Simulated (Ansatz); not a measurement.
Two isomers of C2H7FSi2: A = `CC1(F)[SiH2][SiH2]1`, B = `F[C@H]1C[Si@H]1[SiH3]`.

Isolated molecules relaxed with PBE0-D4/def2-TZVP in Ansatz; ΔE leaves out vibrations. CBS: MP2 limit from def2 TZ/QZ plus the TZ coupled-cluster correction, frozen cores. DFT in def2-TZVPP. B3LYP here is the variant with VWN-RPA as its local correlation; programs differ in this.

A:

```xyz
12

C    -0.565    1.210   -0.805
C     0.312    0.022   -0.513
F     1.195   -0.206   -1.560
Si   -0.537   -1.500    0.297
Si    0.983   -0.135    1.281
H    -1.261    1.390    0.020
H     0.035    2.115   -0.939
H    -1.157    1.044   -1.710
H    -0.041   -2.822   -0.149
H    -2.011   -1.436    0.464
H     0.686    0.985    2.209
H     2.360   -0.667    1.405
```

B:

Z-matrix (Å, degrees):
```
C
C 1 1.511
Si 1 1.876 2 66.3
F 1 1.372 2 116.0 3 115.4
H 1 1.087 2 116.1 3 -111.9
H 2 1.085 1 117.8 3 116.2
H 2 1.087 1 114.1 3 -107.4
Si 3 2.318 1 118.4 2 101.0
H 3 1.483 1 116.0 2 -104.8
H 8 1.487 3 110.5 1 -147.5
H 8 1.486 3 110.8 1 92.1
H 8 1.485 3 107.8 1 -28.0
```

(1) Which is lower in electronic energy at CCSD(T)/CBS, and by how much? (Estimate.)

(2) Give E(B) − E(A) in kJ/mol with CCSD/def2-TZVPP, B2PLYP, MP2/def2-TZVPP, ωB97M-V, CCSD(T)/def2-TZVPP, B3LYP, B3LYP-D4. (Estimate.)

Largest T1 diagnostic: 0.013.

Results:

(1) Computed: B, by 18.1 kJ/mol.

(2) Computed: CCSD/def2-TZVPP -22.5, B2PLYP -21.6, MP2/def2-TZVPP -22.0, ωB97M-V -19.2, CCSD(T)/def2-TZVPP -21.0, B3LYP -22.5, B3LYP-D4 -18.7. None reverses the order clearly.

In def2-TZVPP, CCSD(T) changes the Hartree–Fock value by +7.1 kJ/mol (the triples alone add +1.5 kJ/mol) and MP2 by +6.1 kJ/mol. The D4 term adds +3.8 kJ/mol with B3LYP and +1.8 kJ/mol with PBE0; it sums over pairs of atoms, weighted by their polarisabilities, and B3LYP, whose exchange is more repulsive, gets the larger term.
